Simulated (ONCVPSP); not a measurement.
**Cutoff test, tellurium (Te), ONCV**

- Element: tellurium (Te)
- Generator: ONCVPSP 4.0.1
- Type: optimised norm-conserving Vanderbilt (ONCV)
- Functional: revPBE
- Relativity: fully relativistic
- Frozen core: [Ar] 3d10
- Valence charge: 24
- Reference configuration: 4s2 4p6 4d10 5s2 5p4
- Partial waves: 4s+5s: rc 1.15 bohr, ncon 5, nbas 9, qcut 11.2 1/bohr, 2 projectors; 4p+5p: rc 1.25 bohr, ncon 4, nbas 8, qcut 10.7 1/bohr, 2 projectors; 4d: rc 1.10 bohr, ncon 4, nbas 9, qcut 14.8 1/bohr, 1 projector; f scattering state at 0.28 Ha: rc 1.15 bohr, ncon 4, nbas 7, qcut 9.8 1/bohr, 2 projectors, debl 1.3 Ha
- Local potential: polynomial inside 0.75 bohr (lpopt 4, dvloc0 0 Ha)
- Core correction: Teter function, fcfact 3, rcfact 1.75

Open shells are filled in proportion to 2j + 1.

For each optimised wave give the share of its norm inside rc, the residual kinetic energy above qcut (Ha) and the cutoffs (Ha) for errors of 10, 1, 0.1 and 0.01 mHa per electron.

```tsv
wave	norm inside rc	residual KE	10 mHa	1 mHa	0.1 mHa	0.01 mHa
4s	0.924	4.2e-05	43.0	51.9	59.2	151.2
5s	0.067	2.0e-05	37.8	48.7	57.1	74.5
4p j=3/2	0.916	2.7e-06	20.2	33.1	45.8	52.8
5p j=3/2	0.042	2.8e-06	16.6	22.5	43.2	52.4
4p j=1/2	0.932	1.8e-06	22.2	27.0	42.2	51.2
5p j=1/2	0.048	3.0e-06	18.3	23.8	41.4	52.2
4d j=5/2	0.682	8.2e-09	43.1	55.6	67.1	77.8
4d j=3/2	0.694	9.2e-09	44.3	56.9	68.7	79.5
f projector 1 j=7/2	0.002	5.8e-05	9.2	30.1	44.8	120.1
f projector 2 j=7/2	0.211	1.5e-02	50.0	83.8	174.3	216.4
f projector 1 j=5/2	0.002	6.0e-05	9.4	30.3	45.0	120.9
f projector 2 j=5/2	0.212	1.5e-02	50.1	84.1	175.1	216.8
```

The occupied waves need 57 Ha and 69 Ha for 1 and 0.1 mHa. Rows with under 1 % of the norm inside rc give no meaningful cutoff.
